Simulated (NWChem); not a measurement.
System: MgSiNH5O; SMILES [NH2][Mg][O][SiH3]

Here is an NWChem input.

```
start job
memory heap 200 mb stack 900 mb global 1100 mb
geometry units angstroms noautosym nocenter noautoz
  Mg    -0.491051    -1.064988    -0.081681
  N     -0.715500    -2.934219    -0.139657
  H     -0.170917    -3.591430    -0.690242
  H     -1.403484    -3.476808     0.374110
  O     -0.275613     0.723898    -0.026224
  Si    -0.081758     2.345689     0.025151
  H     -1.014199     3.043831    -0.920914
  H      1.315167     2.746400    -0.348989
  H     -0.349415     2.890205     1.397709
end
basis spherical
  * library def2-svpd
end
dft
  xc xcamb88 1.00 lyp 0.81 vwn_5 0.19 hfexch 1.00
  cam 0.33 cam_alpha 0.19 cam_beta 0.46
  iterations 150
end
property
  response 1 0.0
end
task dft property
```

Output (shortened):

```
             Northwest Computational Chemistry Package (NWChem) 7.3.0
             --------------------------------------------------------

                             Geometry "geometry" -> ""
                             -------------------------

 Output coordinates in angstroms (scale by  1.889725989 to convert to a.u.)

  No.       Tag          Charge          X              Y              Z
 ---- ---------------- ---------- -------------- -------------- --------------
    1 Mg                  12.0000    -0.49105100    -1.06498800    -0.08168100
    2 N                    7.0000    -0.71550000    -2.93421900    -0.13965700
    3 H                    1.0000    -0.17091700    -3.59143000    -0.69024200
    4 H                    1.0000    -1.40348400    -3.47680800     0.37411000
    5 O                    8.0000    -0.27561300     0.72389800    -0.02622400
    6 Si                  14.0000    -0.08175800     2.34568900     0.02515100
    7 H                    1.0000    -1.01419900     3.04383100    -0.92091400
    8 H                    1.0000     1.31516700     2.74640000    -0.34898900
    9 H                    1.0000    -0.34941500     2.89020500     1.39770900

 Effective nuclear repulsion energy (a.u.)     175.7765629182

                              NWChem Property Module
                              ----------------------

                                 NWChem DFT Module
                                 -----------------

 Summary of "ao basis" -> "ao basis" (spherical)
 ------------------------------------------------------------------------------
       Tag                 Description            Shells   Functions and Types
 ---------------- ------------------------------  ------  ---------------------
 Mg                        def2-svpd                 9       21   4s4p1d
 N                         def2-svpd                 8       20   4s2p2d
 H                         def2-svpd                 4        8   2s2p
 O                         def2-svpd                 9       23   4s3p2d
 Si                        def2-svpd                10       24   5s3p2d

            General Information
            -------------------
          SCF calculation type: DFT
          Wavefunction type:  closed shell.
          No. of atoms     :     9
          No. of electrons :    46
           Alpha electrons :    23
            Beta electrons :    23
          Charge           :     0
          Spin multiplicity:     1
          Use of symmetry is: off; symmetry adaption is: off
          Maximum number of iterations: 150
          AO basis - number of functions:   128
                     number of shells:    56
          Convergence on energy requested:  1.00D-06
          Convergence on density requested:  1.00D-05
          Convergence on gradient requested:  5.00D-04

              XC Information
              --------------
                     Hartree-Fock (Exact) Exchange  1.000
                   CAM-Becke88 Exchange Functional  1.000
                      VWN V Correlation Functional  0.190 local
              Lee-Yang-Parr Correlation Functional  0.810

           Range-Separation Parameters
           ---------------------------
           Alpha           :  0.19
           Beta            :  0.46
           Gamma           :  0.33
           Short-Range HF  :     F

             Grid Information
             ----------------
          Grid used for XC integration:  medium
          Radial quadrature: Mura-Knowles
          Angular quadrature: Lebedev.
          Tag              B.-S. Rad. Rad. Pts. Rad. Cut. Ang. Pts.
          ---              ---------- --------- --------- ---------
          Mg                  1.50       88          13.0       590
          N                   0.65       49          15.0       434
          H                   0.35       45          16.0       434
          O                   0.60       49          12.0       434
          Si                  1.10       88          14.0       590
          Grid pruning is: on
          Number of quadrature shells:   499
          Spatial weights used:  Erf1

      Superposition of Atomic Density Guess
      -------------------------------------

 Sum of atomic energies:        -619.70892981

      Non-variational initial energy
      ------------------------------

 Total energy =    -620.647383
 1-e energy   =   -1208.105829
 2-e energy   =     411.681883
 HOMO         =      -0.341562
 LUMO         =      -0.103563

   convergence    iter        energy       DeltaE   RMS-Dens  Diis-err
 ---------------- ----- ----------------- --------- --------- ---------
 d= 0,ls=0.0,diis     1   -622.2362077948 -7.98D+02  1.37D-02  1.10D+00
 d= 0,ls=0.0,diis     2   -622.1360299853  1.00D-01  6.28D-03  2.32D+00
 d= 0,ls=0.0,diis     3   -622.3638466632 -2.28D-01  1.09D-03  1.35D-02
 d= 0,ls=0.0,diis     4   -622.3645511717 -7.05D-04  4.37D-04  8.51D-03
 d= 0,ls=0.0,diis     5   -622.3654619874 -9.11D-04  1.74D-04  7.83D-05
  Resetting Diis
 d= 0,ls=0.0,diis     6   -622.3654790821 -1.71D-05  4.88D-05  5.48D-06
 d= 0,ls=0.0,diis     7   -622.3654806378 -1.56D-06  1.99D-05  2.54D-07
 d= 0,ls=0.0,diis     8   -622.3654807424 -1.05D-07  1.53D-05  8.58D-08
 d= 0,ls=0.0,diis     9   -622.3654807414  1.01D-09  7.44D-06  4.01D-08

[...]

 DFT Linear Response polarizability / au
 Frequency  =       0.0000000 / au
              X              Y              Z
 -----------------------------------------------
 X      55.5719723      1.7151686      1.9461504
 Y       1.7151593     70.1110511      0.2178562
 Z       1.9461506      0.2178597     55.9621427
 -----------------------------------------------
 Eigenvalues =      53.7316962     70.3244454     57.5890245
 Isotropic   =      60.5483887
 Anisotropic =      15.0397682
 -----------------------------------------------

 Magnetic Dipole Response Matrix (nonzero elements):

 Exiting AOResponse driver routine
```

Level: CAM-B3LYP/def2-SVPD. The geometry was optimised at PBE0/def2-SVP.
